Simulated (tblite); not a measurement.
C6H8O2 (charge -1 and doublet state).
Cartesian coordinates in Å at the GFN2-xTB level; atoms count from 1:
```xyz
16
C6H8O2 angstrom
C     -1.5663   -1.3605   -0.5314
C     -0.4435   -0.4155   -0.0954
C     -1.0076    0.9625    0.2795
O      0.4896   -0.3171   -1.1374
C      1.8491    0.0206   -0.7690
C      2.4377   -0.1010    0.5653
C      2.2998    1.1634    0.0421
O      2.4341    2.3851    0.1635
H     -2.3041   -1.4714    0.2630
H     -2.0532   -0.9604   -1.4185
H     -1.1544   -2.3372   -0.7758
H      0.0525   -0.8399    0.7981
H     -0.1826    1.6373    0.4948
H     -1.6526    0.8928    1.1561
H     -1.5757    1.3700   -0.5554
H      2.3694   -0.6196    1.5088
```

Calculated harmonic vibrations of the isolated species, GFN2-xTB (tblite), most abundant isotopes, no scaling. Errors from tens to a few hundred cm⁻¹ against measured bands are possible. One conformer, not necessarily the lowest. Open shells enter through the occupations alone, without spin polarisation, and single modes of such species can be off by tens of per cent.

Harmonic wavenumbers (cm⁻¹): 27.8, 70.3, 171.1, 187.0, 217.0, 224.2, 328.1, 378.1, 439.4, 453.3, 482.8, 548.5, 604.1, 752.1, 840.2, 874.2, 902.1, 926.2, 928.5, 962.5, 1095.7, 1126.2, 1146.1, 1165.6, 1294.7, 1305.3, 1321.0, 1380.6, 1394.1, 1484.8, 1491.9, 1498.5, 1508.6, 1915.7, 2784.5, 2977.4, 2981.6, 2989.4, 3011.9, 3021.3, 3028.7, 3047.5.

A = 4256, B = 1327, C = 1156 MHz; mass 112.052 u (most abundant isotopes); point group C1, symmetry number 1; spin multiplicity 2.

Problem. What is the zero-point energy?

Solution. Half the sum of the wavenumbers: 26644 cm⁻¹ = 318.74 kJ/mol.

Problem. What is S at 350 K and 1 bar for an ideal gas of classical rigid rotors and harmonic oscillators?

Solution. Translation 171.04, rotation 120.36, vibration 127.03, spin (R ln 2) 5.76: S = 424.2 J/(mol K).

Problem. And Cp and H(350 K) − H(0)?

Solution. Cp = 161.23 J/(mol K), of which vibrations give 127.97 (their classical limit is 42 R = 349.2); H(350 K) − H(0) = 34.44 kJ/mol without the zero-point energy, 22.80 from vibrations.

Problem. How do the functions run with temperature in this model?

Solution. 
```json
{"T (K)": "150", "S (J/(mol K))": "321.5", "Cp (J/(mol K))": "90.4", "H − H(0) (kJ/mol)": "9.19", "G − H(0) (kJ/mol)": "-39.02", "ln q(vib)": "2.94"}
{"T (K)": "250", "S (J/(mol K))": "376.1", "Cp (J/(mol K))": "126.3", "H − H(0) (kJ/mol)": "20.04", "G − H(0) (kJ/mol)": "-73.98", "ln q(vib)": "5.20"}
{"T (K)": "298.15", "S (J/(mol K))": "399.8", "Cp (J/(mol K))": "143.4", "H − H(0) (kJ/mol)": "26.54", "G − H(0) (kJ/mol)": "-92.66", "ln q(vib)": "6.28"}
{"T (K)": "400", "S (J/(mol K))": "446.8", "Cp (J/(mol K))": "177.4", "H − H(0) (kJ/mol)": "42.91", "G − H(0) (kJ/mol)": "-135.81", "ln q(vib)": "8.56"}
{"T (K)": "600", "S (J/(mol K))": "529.3", "Cp (J/(mol K))": "229.9", "H − H(0) (kJ/mol)": "83.97", "G − H(0) (kJ/mol)": "-233.62", "ln q(vib)": "12.93"}
{"T (K)": "900", "S (J/(mol K))": "632.9", "Cp (J/(mol K))": "280.3", "H − H(0) (kJ/mol)": "161.13", "G − H(0) (kJ/mol)": "-408.49", "ln q(vib)": "19.07"}
```

q(vib) and H(0) count from the zero-point level.

Problem. What must be added to the electronic energy to get the Gibbs energy at 350 K and 1 bar?

Solution. ZPE + [H(350 K) − H(0)] − T·S = 318.74 + 34.44 − 148.47 = 204.71 kJ/mol.

Problem. Which modes carry the vibrational entropy at 350 K?

Solution. 27.8 cm⁻¹: 26.35; 70.3 cm⁻¹: 18.66; 171.1 cm⁻¹: 11.41; 187.0 cm⁻¹: 10.70; 217.0 cm⁻¹: 9.53; 224.2 cm⁻¹: 9.28 J/(mol K); the other 36 give 41.08 together.

Problem. Blend soft modes into free rotors: weight 1/[1 + (100 cm⁻¹/ν̃)⁴] for the oscillator and the rest for a rotor with moment μB/(μ + B), μ = h/(8π²ν), B = 10⁻⁴⁴ kg m². What vibrational entropy results?

Solution. 114.84 J/(mol K) in place of 127.03, which changes −T·S at 350 K by +4.27 kJ/mol.

Hindered rotation and anharmonicity are outside this model. Other conformers, if any are populated, would add a mixing term that is left out. The structure is chiral; the term R ln 2 for an equal mix with its mirror image is left out.

Hardware: one thread, Intel Xeon at 2.50 GHz (x86_64), no GPU, shared host with 64 logical CPUs at a one-minute load of 55. Cost: 1.4 s wall. The figure is for the frequency step alone.
